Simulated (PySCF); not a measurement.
## Be: excitation energy

Be [He] 2s2 (1S) → Be [He] 2s1 2p1 (3P), as a difference of total energies. All numbers are calculated (PySCF 2.14, the spin-free X2C one-electron Hamiltonian (Gaussian nucleus), in x2c-TZVPPall with one added diffuse shell of s type (6s3p1d, 20 functions)). Correlated levels: valence: 1s2 frozen; valence and next inner shell: nothing frozen. The calculations carry no spin-orbit coupling.

```json
{"method": "UHF", "excitation energy (cm⁻¹)": "13208", "error (cm⁻¹)": "-8772"}
{"method": "LDA", "excitation energy (cm⁻¹)": "19626", "error (cm⁻¹)": "-2354"}
{"method": "PBE", "excitation energy (cm⁻¹)": "18765", "error (cm⁻¹)": "-3216"}
{"method": "PBE0", "excitation energy (cm⁻¹)": "18577", "error (cm⁻¹)": "-3403"}
{"method": "r2SCAN", "excitation energy (cm⁻¹)": "17327", "error (cm⁻¹)": "-4653"}
{"method": "r2SCANh", "excitation energy (cm⁻¹)": "17475", "error (cm⁻¹)": "-4505"}
{"method": "PW91", "excitation energy (cm⁻¹)": "18858", "error (cm⁻¹)": "-3122"}
{"method": "wB97M-V", "excitation energy (cm⁻¹)": "23062", "error (cm⁻¹)": "+1082"}
{"method": "BLYP", "excitation energy (cm⁻¹)": "20163", "error (cm⁻¹)": "-1818"}
{"method": "MP2 (valence)", "excitation energy (cm⁻¹)": "18444", "error (cm⁻¹)": "-3536"}
{"method": "SCS-MP2 (valence)", "excitation energy (cm⁻¹)": "19917", "error (cm⁻¹)": "-2063"}
{"method": "MP2 (valence and next inner shell)", "excitation energy (cm⁻¹)": "18573", "error (cm⁻¹)": "-3407"}
{"method": "SCS-MP2 (valence and next inner shell)", "excitation energy (cm⁻¹)": "20037", "error (cm⁻¹)": "-1943"}
```

Reference: 21980 cm⁻¹ (measured; NIST levels, between the centres of gravity of the two terms).

Errors of the correlated levels include the incompleteness of this basis and the frozen core.

The basis was made for the ground configuration and has no added diffuse functions, so the excitation energy can come out too high.
